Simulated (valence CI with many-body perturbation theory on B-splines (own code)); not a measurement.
The numbers below are computed, except where a source is named.
## Level structure of Ti15+

Level of theory: valence CI with perturbative core correlation (CI+MBPT): five valence electrons over a frozen Dirac-Fock core [He], radial functions for each j: 9 s, 9 p, 8 d, 6 f, 3 g, 1 h, with the one-electron correlation potential Σ1 (screened to all orders), the two-electron term Σ2, the three-electron term Σ3, Breit, model QED; selected single and double excitations, second order for the rest (own B-spline code, finite nucleus).

No measured spectrum was set against this ion. As an estimate, levels of excited configurations hold to 0.05 to 0.15 % of their energy, terms of the ground configuration to about 0.5 %. Among the levels kept, up to 1900 cm⁻¹ of a level comes from second order outside the variational space, and about a tenth of that is noise between levels of different J, which matters for small intervals.

Levels 1 to 45 of 82, with energies above the lowest level, 2s2 2p3 4S°_3/2. "Leading %" is the weight of the configuration and term that name the level; weights of strongly mixed levels are sums over their largest components and can fall short. In the jj column 3d3/2^4 stands for four electrons in 3d with j = 3/2.

```csv
No.,Configuration,Term,J,E (× 10³ cm⁻¹),Leading %,Second component,Leading jj
1,2s2 2p3,4S°,3/2,0.00,96,,2s^2 2p1/2 2p3/2^2 (48 %)
2,2s2 2p3,2D°,3/2,116.37,83,15 % 2s2 2p3 2P°,2s^2 2p1/2 2p3/2^2 (49 %)
3,2s2 2p3,2D°,5/2,131.02,100,,2s^2 2p1/2 2p3/2^2 (100 %)
4,2s2 2p3,2P°,1/2,198.11,98,,2s^2 2p1/2 2p3/2^2 (98 %)
5,2s2 2p3,2P°,3/2,219.66,80,16 % 2s2 2p3 2D°,2s^2 2p3/2^3 (83 %)
6,2s 2p4,4P,5/2,589.31,99,,2s 2p1/2^2 2p3/2^2 (76 %)
7,2s 2p4,4P,3/2,620.71,99,,2s 2p1/2 2p3/2^3 (84 %)
8,2s 2p4,4P,1/2,633.94,98,,2s 2p3/2^4 (34 %)
9,2s 2p4,2D,3/2,813.70,98,,2s 2p1/2 2p3/2^3 (58 %)
10,2s 2p4,2D,5/2,817.80,99,,2s 2p1/2 2p3/2^3 (76 %)
11,2s 2p4,2S,1/2,940.72,84,15 % 2s 2p4 2P,2s 2p1/2^2 2p3/2^2 (68 %)
12,2s 2p4,2P,3/2,977.45,98,,2s 2p1/2 2p3/2^3 (57 %)
13,2s 2p4,2P,1/2,1021.4,85,15 % 2s 2p4 2S,2s 2p1/2 2p3/2^3 (51 %)
14,2p5,2P°,3/2,1538.5,98,,2p1/2^2 2p3/2^3 (98 %)
15,2p5,2P°,1/2,1588.7,98,,2p1/2 2p3/2^4 (98 %)
16,2s2 2p2 3s,4P,1/2,4775.7,87,7 % 2s2 2p2 3s 2P,2s^2 2p1/2^2 3s (73 %)
17,2s2 2p2 3s,4P,3/2,4801.6,94,,2s^2 2p1/2 2p3/2 3s (95 %)
18,2s2 2p2 3s,4P,5/2,4825.7,90,8 % 2s2 2p2 3s 2D,2s^2 2p1/2 2p3/2 3s (60 %)
19,2s2 2p2 3s,2P,1/2,4828.7,89,8 % 2s2 2p2 3s 4P,2s^2 2p1/2 2p3/2 3s (87 %)
20,2s2 2p2 3s,2P,3/2,4855.7,80,15 % 2s2 2p2 3s 2D,2s^2 2p1/2 2p3/2 3s (74 %)
21,2s2 2p2 3s,2D,5/2,4920.3,90,8 % 2s2 2p2 3s 4P,2s^2 2p3/2^2 3s (60 %)
22,2s2 2p2 3s,2D,3/2,4923.9,82,14 % 2s2 2p2 3s 2P,2s^2 2p3/2^2 3s (71 %)
23,2s2 2p2 3p,4D°,1/2,4936.1,45,30 % 2s2 2p2 3p 2S°,2s^2 2p1/2^2 3p1/2 (74 %)
24,2s2 2p2 3p,4D°,1/2,4957.4,46,44 % 2s2 2p2 3p 2S°,2s^2 2p1/2 2p3/2 3p1/2 (74 %)
25,2s2 2p2 3p,4D°,3/2,4957.5,77,14 % 2s2 2p2 3p 4P°,2s^2 2p1/2^2 3p3/2 (49 %)
26,2s2 2p2 3p,4D°,5/2,4980.6,87,9 % 2s2 2p2 3p 4P°,2s^2 2p1/2 2p3/2 3p3/2 (80 %)
27,2s2 2p2 3p,4P°,3/2,4983.5,52,21 % 2s2 2p2 3p 2D°,2s^2 2p1/2 2p3/2 3p1/2 (57 %)
28,2s2 2p2 3p,4P°,1/2,4989.5,78,13 % 2s2 2p2 3p 2S°,2s^2 2p1/2 2p3/2 3p3/2 (65 %)
29,2s2 2p2 3p,4P°,5/2,4998.9,57,31 % 2s2 2p2 3p 2D°,2s^2 2p1/2 2p3/2 3p1/2 (48 %)
30,2s2 2p2 3p,4D°,7/2,5003.6,91,7 % 2s2 2p2 3p 2F°,2s^2 2p1/2 2p3/2 3p3/2 (58 %)
31,2s2 2p2 3p,2D°,3/2,5006.4,73,19 % 2s2 2p2 3p 4P°,2s^2 2p1/2 2p3/2 3p3/2 (86 %)
32,2s2 2p2 3s,2S,1/2,5024.5,90,,2s^2 2p3/2^2 3s (81 %)
33,2s2 2p2 3p,4S°,3/2,5030.2,69,11 % 2s 2p3 3s 4S°,2s^2 2p1/2 2p3/2 3p3/2 (36 %)
34,2s2 2p2 3p,2D°,5/2,5041.2,56,28 % 2s2 2p2 3p 4P°,2s^2 2p3/2^2 3p3/2 (58 %)
35,2s2 2p2 3p,2P°,3/2,5046.4,82,4 % 2s2 2p2 3p 4S°,2s^2 2p1/2 2p3/2 3p3/2 (36 %)
36,2s2 2p2 3p,2P°,1/2,5054.0,82,9 % 2s2 2p2 3p 2S°,2s^2 2p3/2^2 3p3/2 (59 %)
37,2s2 2p2 3p,2F°,5/2,5095.5,80,16 % 2s2 2p2 3p 2D°,2s^2 2p3/2^2 3p3/2 (34 %)
38,2s2 2p2 3p,2F°,7/2,5104.7,92,6 % 2s2 2p2 3p 4D°,2s^2 2p3/2^2 3p3/2 (58 %)
39,2s 2p3 3s,6S°,5/2,5108.0,98,,2s 2p1/2 2p3/2^2 3s (53 %)
40,2s2 2p2 3p,2D°,3/2,5125.6,74,18 % 2s2 2p2 3p 2P°,2s^2 2p1/2 2p3/2 3p1/2 (38 %)
41,2s2 2p2 3p,2D°,5/2,5132.2,90,,2s^2 2p3/2^2 3p1/2 (48 %)
42,2s2 2p2 3p,2P°,1/2,5146.7,97,,2s^2 2p1/2 2p3/2 3p3/2 (74 %)
43,2s2 2p2 3d,4F,3/2,5151.0,76,9 % 2s2 2p2 3d 4D,2s^2 2p1/2^2 3d3/2 (71 %)
44,2s2 2p2 3d,4F,5/2,5161.8,70,19 % 2s2 2p2 3d 4D,2s^2 2p1/2^2 3d5/2 (52 %)
45,2s2 2p2 3p,2P°,3/2,5174.7,78,10 % 2s2 2p2 3p 2D°,2s^2 2p3/2^2 3p3/2 (70 %)
```

Names give the largest LS component (configuration and term), which can be under half, so a name can repeat, a term be missing and a line seem to break the LS rules; names also repeat where a configuration has a term twice.

The ionisation energy to 2s2 2p2 3P_0 of the next ion comes out as 1041.9 eV (NIST: 1042.5 ± 0.8 eV (semi-empirical)). All 82 levels together are meant to be complete up to 5388.2 × 10³ cm⁻¹.
